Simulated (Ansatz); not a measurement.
System: ZrF, net charge 0, doublet state. The spin state was set by rule; other spins were not relaxed. SMILES: [F][Zr]
Structure (B3LYP-D3(BJ)/def2-TZVP (Ansatz, a program for electronic structure) minimum search):
```
F
Zr 1 1.8673
```
Charge 0, spin multiplicity 2.

Property: vertical ionisation energy (to the triplet state of charge +1; each state is the SCF solution reached for its spin; the UHF <S^2> is 1.23 for the doublet (pure: 0.75); for the doublet the Hartree-Fock reference is unstable and T1 is 0.076), in eV. Valence correlation only, unless marked. UHF or UKS for open shells. Spin-orbit coupling is left out. The frozen core is the preceding noble-gas configuration, with the filled d and f shells of earlier blocks. Past Kr the def2 sets carry scalar-relativistic core potentials. 

```json
[
 {"level": "SVWN5/def2-TZVPD", "program": "Ansatz", "vertical ionisation energy (eV)": "6.96"},
 {"level": "PBE/def2-TZVPD", "program": "Ansatz", "vertical ionisation energy (eV)": "6.73"},
 {"level": "r2SCAN/def2-TZVPD", "program": "Ansatz", "vertical ionisation energy (eV)": "6.62"},
 {"level": "B3LYP/def2-TZVPD", "program": "Ansatz", "vertical ionisation energy (eV)": "6.85"},
 {"level": "PBE0/def2-TZVPD", "program": "Ansatz", "vertical ionisation energy (eV)": "6.65"},
 {"level": "BHLYP/def2-TZVPD", "program": "Ansatz", "vertical ionisation energy (eV)": "6.66"},
 {"level": "CAM-B3LYP/def2-TZVPD", "program": "Ansatz", "vertical ionisation energy (eV)": "6.80"},
 {"level": "wB97M-V/def2-TZVPD", "program": "Ansatz", "vertical ionisation energy (eV)": "6.77"},
 {"level": "wB97X-V/def2-TZVPD", "program": "Ansatz", "vertical ionisation energy (eV)": "6.64"},
 {"level": "CCSD/def2-SVPD", "program": "Ansatz", "vertical ionisation energy (eV)": "6.66"},
 {"level": "CCSD/def2-TZVPPD", "program": "Ansatz", "vertical ionisation energy (eV)": "6.69"},
 {"level": "CCSD/def2-QZVPPD", "program": "Ansatz", "vertical ionisation energy (eV)": "6.70"},
 {"level": "CCSD(T)/def2-SVPD", "program": "Ansatz", "vertical ionisation energy (eV)": "6.69"},
 {"level": "CCSD(T)/def2-TZVPPD", "program": "Ansatz", "vertical ionisation energy (eV)": "6.73"},
 {"level": "CCSD(T)/def2-QZVPPD", "program": "Ansatz", "vertical ionisation energy (eV)": "6.74"}
]
```
